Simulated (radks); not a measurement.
Results of a calculation; reference values are marked as such.
O-, 9 electrons, occupied as [He] 2s2 2p5. Level of theory: non-relativistic Kohn-Sham, PBE, spin-polarised, spherical densities, point nucleus; open shells are filled with parallel spins first; Watson sphere of charge +1 and radius 3.71 bohr (a radial shooting solver on a logarithmic mesh with Libxc functionals).

Normalised radial functions P(r) = r R(r), r in bohr:

r          1s up  1s down  2s down
0.006289  0.2582   0.2584   0.0582
0.007034  0.2871   0.2873   0.0647
0.007868  0.3190   0.3192   0.0719
0.00873   0.3515   0.3517   0.0792
0.009765  0.3899   0.3902   0.0879
0.01092   0.4321   0.4324   0.0974
0.01222   0.4783   0.4786   0.1078
0.01366   0.5288   0.5292   0.1191
0.01516   0.5798   0.5802   0.1306
0.01696   0.6392   0.6396   0.1439
0.01897   0.7036   0.7040   0.1583
0.02122   0.7729   0.7734   0.1739
0.02373   0.8474   0.8479   0.1904
0.02654   0.9267   0.9273   0.2081
0.02945   1.0047   1.0053   0.2253
0.03294   1.0929   1.0936   0.2448
0.03685   1.1850   1.1858   0.2649
0.04121   1.2802   1.2811   0.2855
0.0461    1.3775   1.3783   0.3062
0.05115   1.4684   1.4693   0.3252
0.05721   1.5655   1.5665   0.3450
0.06399   1.6597   1.6607   0.3634
0.07158   1.7487   1.7497   0.3797
0.08006   1.8297   1.8308   0.3930
0.08884   1.8953   1.8964   0.4017
0.09936   1.9525   1.9536   0.4061
0.1111    1.9925   1.9935   0.4042
0.1243    2.0121   2.0131   0.3946
0.139     2.0084   2.0093   0.3759
0.1543    1.9820   1.9828   0.3492
0.1726    1.9272   1.9278   0.3093
0.193     1.8445   1.8449   0.2569
0.2159    1.7346   1.7348   0.1913
0.2415    1.5998   1.5997   0.1124
0.2701    1.4438   1.4435   0.0206
0.2997    1.2848   1.2842  -0.0749
0.3352    1.1044   1.1037  -0.1869
0.3749    0.9219   0.9210  -0.3055
0.4194    0.7451   0.7439  -0.4267
0.4691    0.5811   0.5798  -0.5461
0.5205    0.4454   0.4440  -0.6508
0.5822    0.3207   0.3194  -0.7517
0.6512    0.2199   0.2189  -0.8349
0.7284    0.1429   0.1421  -0.8954
0.8147    0.0874   0.0869  -0.9298
0.904     0.0522   0.0518  -0.9367
1.011     0.0279   0.0277  -0.9174
1.131     0.0137   0.0136  -0.8724
1.265     0.0062   0.0061  -0.8058
1.415     0.0025   0.0025  -0.7229
1.57      0.0010   0.0010  -0.6365
1.756     0.0003   0.0003  -0.5391
1.964     0.0001   0.0001  -0.4428
2.197     0.0000   0.0000  -0.3522
2.457     0.0000   0.0000  -0.2708
2.748     0.0000   0.0000  -0.2009
3.05      0.0000   0.0000  -0.1470
3.411     0.0000   0.0000  -0.1008
3.815     0.0000   0.0000  -0.0657
4.268     0.0000   0.0000  -0.0404
4.773     0.0000   0.0000  -0.0233
5.296     0.0000   0.0000  -0.0131
5.924     0.0000   0.0000  -0.0065
6.626     0.0000   0.0000  -0.0030

1s up: eigenvalue -508.50 eV, 0 radial nodes, <r> = 0.200 bohr, 90 % of the charge inside 0.358 bohr. 1s down: eigenvalue -507.93 eV, 0 radial nodes, <r> = 0.200 bohr, 90 % of the charge inside 0.358 bohr. 2s down: eigenvalue -18.348 eV, 1 radial node at r = 0.276 bohr, <r> = 1.19 bohr, 90 % of the charge inside 1.95 bohr.
